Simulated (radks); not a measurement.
Problem. Valence configurations of Eu II (all share [Xe]). Method: Dirac Kohn-Sham, BLYP, spin-unpolarised, spherical densities, finite nucleus; open shells are shared between the two j in proportion to 2j + 1; Fermi nuclear charge, rms radius 5.1115 fm; computed with a radial shooting solver on a logarithmic mesh with Libxc functionals. Order these by energy: 4f6 5d1 6s1; 4f6 6s1 6p1; 4f8; 4f7 6s0.5 6p0.5; 4f5 6s1 6p2; 4f7 5d1; 4f7 6p1; 4f6.5 6s1.5; 4f7 6s1; 4f7.5 6s0.5.

Solution. From the lowest, in eV above it: 4f7 6s1 0.000; 4f7.5 6s0.5 0.564; 4f6.5 6s1.5 0.812; 4f7 6s0.5 6p0.5 1.625; 4f7 5d1 1.687; 4f8 2.154; 4f7 6p1 3.282; 4f6 5d1 6s1 3.754; 4f6 6s1 6p1 7.073; 4f5 6s1 6p2 22.758. NIST lists [Xe] 4f7 6s1 as the ground configuration; this level of theory agrees among the configurations tried. The energies are those of spherical spin-averaged densities, not of single terms.
